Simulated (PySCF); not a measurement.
# Te⁴⁸⁺: ionisation energy

Te⁴⁸⁺ [He] 2s2 (1S) → Te⁴⁹⁺ [He] 2s1 (2S), as a difference of total energies. All numbers are calculated (PySCF 2.14, the spin-free X2C one-electron Hamiltonian (Gaussian nucleus), in an uncontracted even-tempered set (19 s from 25 bohr⁻², ratio 2.2; 8 p from 37 bohr⁻², ratio 2.4; 5 d from 110 bohr⁻², ratio 2.4; 5 f from 170 bohr⁻², ratio 2.4; 4 g from 250 bohr⁻², ratio 2.4)). Correlated levels: nothing frozen; virtual orbitals above 40 to 60 times the deepest correlated orbital energy dropped. The calculations carry no spin-orbit coupling.

```
                 method  ionisation energy (eV)
                    UHF                  8829.2
                    LDA                  8824.3
                    PBE                  8835.0
                   PBE0                  8833.9
                 r2SCAN                  8827.5
                  TPSSh                  8833.8
                   BP86                  8835.6
    MP2 (all electrons)                  8835.0
SCS-MP2 (all electrons)                  8836.1
```

**Question.** How much does correlation contribute at MP2 (all electrons)?

**Answer.** 8835.0 − (8829.2) = 5.8 eV, measured against UHF.

For this ion Breit and QED terms and the two-electron picture change, all absent here, outweigh the differences among the correlated methods.

For comparison: 8821 ± 4 eV (theoretical estimate listed by NIST; NIST Atomic Spectra Database, ionization energies).
